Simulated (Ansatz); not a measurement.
Program: Ansatz. Geometries: PBE0-D4/def2-TZVP. ΔE: electronic, gas phase. CCSD(T)/CBS is the MP2 limit (def2-TZVPP, def2-QZVPP) plus CCSD(T) − MP2 in def2-TZVPP, frozen cores. This one scheme is used for every species. Functionals use def2-TZVPP. B3LYP here is the variant with VWN-RPA as its local correlation; programs differ in this. Each species was taken in one conformer, which may not be the lowest.

`CO[SiH](F)O[SiH2]Cl` + H₂ → `CO[SiH](F)O[SiH3]` + HCl  (hydrogenolysis of the Si–Cl bond)

`CO[SiH](F)O[SiH2]Cl`:

Z-matrix (Å, degrees):
```
C
O 1 1.413
H 1 1.093 2 110.9
H 1 1.090 2 107.9 3 119.1
H 1 1.095 2 111.5 3 -121.8
Si 2 1.614 1 126.4 3 68.9
O 6 1.623 2 112.5 1 -59.3
F 6 1.583 2 105.8 1 -177.9
H 6 1.471 2 113.0 1 62.8
Si 7 1.624 6 149.8 2 -56.3
Cl 10 2.052 7 109.9 6 63.7
H 10 1.476 7 108.3 6 -178.9
H 10 1.477 7 110.7 6 -54.9
```

H₂:

```xyz
2

H    -0.180   -0.220    0.242
H     0.180    0.220   -0.242
```

`CO[SiH](F)O[SiH3]`:

```xyz
13

C     2.268    0.433   -0.716
O     0.959   -0.004   -0.418
Si    0.217    0.147    1.015
F     0.204    1.680    1.442
O    -1.293   -0.379    0.849
Si   -2.503   -0.664   -0.227
H     3.003   -0.012   -0.036
H     2.506    0.121   -1.733
H     2.343    1.522   -0.654
H     0.904   -0.585    2.092
H    -3.746   -0.888    0.547
H    -2.187   -1.871   -1.030
H    -2.675    0.502   -1.129
```

HCl:

Z-matrix (Å, degrees):
```
Cl
H 1 1.279
```

CCSD(T)/CBS gives +21.2 kcal/mol.

Problem. Another level gave +18.8 kcal/mol. Which?
A. CCSD/def2-TZVPP
B. HF/def2-TZVPP
C. r2SCAN-D4/def2-TZVPP
D. B3LYP-D4/def2-TZVPP

Solution. A. CCSD/def2-TZVPP 18.8, B3LYP-D4 21.2, HF/def2-TZVPP 17.2, r2SCAN-D4 22.4 kcal/mol.

Largest T1 diagnostic among the species: 0.011.

In def2-TZVPP, CCSD(T) changes the Hartree–Fock value by +2.6 kcal/mol (the triples alone add +0.9 kcal/mol) and MP2 by +4.9 kcal/mol. The D4 term adds +2.6 kcal/mol with B3LYP and +1.5 kcal/mol with PBE0; it sums over pairs of atoms, weighted by their polarisabilities, and B3LYP, whose exchange is more repulsive, gets the larger term.
